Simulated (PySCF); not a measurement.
Electron affinity of In by level of theory

In⁻ [Kr] 4d10 5s2 5p2 (3P) → In [Kr] 4d10 5s2 5p1 (2P), as a difference of total energies. Computed with PySCF 2.14 in aug-cc-pVTZ-PP with ECP28MDF (6s5p4d2f, 55 functions), with scalar relativity through the core potential. Correlated levels: valence: 4s2 4p6 4d10 frozen. The calculations carry no spin-orbit coupling.

```
           method  electron affinity (eV)  difference from reference (eV)
              UHF                   0.076                          -0.308
    MP2 (valence)                   0.358                          -0.026
SCS-MP2 (valence)                   0.272                          -0.112
   CCSD (valence)                   0.382                          -0.002
CCSD(T) (valence)                   0.419                          +0.035
  CCSDT (valence)                   0.429                          +0.045
```

Reference: 0.384 eV (measured; photodetachment measurements, as compiled on the Wikipedia data page of electron affinities).

The reference lies between the lowest fine-structure levels, while these numbers refer to the centres of the terms.

Errors of the correlated levels include the incompleteness of this basis and the frozen core.
